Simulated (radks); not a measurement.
Question: Gd2+, 62 electrons, occupied as [Xe] 4f7 5d1. Method: Dirac Kohn-Sham, LDA (Slater exchange, Perdew-Wang correlation), spin-unpolarised, spherical densities, point nucleus; open shells are shared between the two j in proportion to 2j + 1; computed with a radial shooting solver on a logarithmic mesh with Libxc functionals. Some entries of the table are withheld. Estimate them.

orbital,occ.,eigenvalue (eV),r(max) (bohr)
1s1/2,2,-50018.80,0.01393
2s1/2,2,-8267.353,0.07923
2p1/2,2,-7853.624,0.05982
2p3/2,4,-7158.565,0.06565
3s1/2,2,-1843.056,0.2247
3p1/2,2,-1663.445,0.2118
3p3/2,4,-1520.930,0.2242
3d3/2,4,-1209.772,0.1779
3d5/2,6,-1178.693,0.1814
4s1/2,2,-381.7986,0.5160
4p1/2,2,-311.9030,0.5202
4p3/2,4,-280.0049,0.5466
4d3/2,4,(1),0.5541
4d5/2,6,(2),0.5627
5s1/2,2,-63.6728,1.195
5p1/2,2,(3),1.300
5p3/2,4,(4),1.377
4f5/2,3,-23.1906,0.5635
4f7/2,4,-22.4302,0.5685
5d3/2,0.4,-15.6162,1.868
5d5/2,0.6,-15.2517,1.908
6s1/2,0,-15.1946,3.027
6p1/2,0,-11.1545,3.567
6p3/2,0,-10.5453,3.758
6d3/2,0,-5.6904,5.743
6d5/2,0,-5.6239,5.822
5f5/2,0,-4.2556,5.615
5f7/2,0,-4.2493,5.630

Answer: 
(1) 4d3/2 eigenvalue (eV): -164.6645
(2) 4d5/2 eigenvalue (eV): -158.8978
(3) 5p1/2 eigenvalue (eV): -44.3056
(4) 5p3/2 eigenvalue (eV): -39.8588
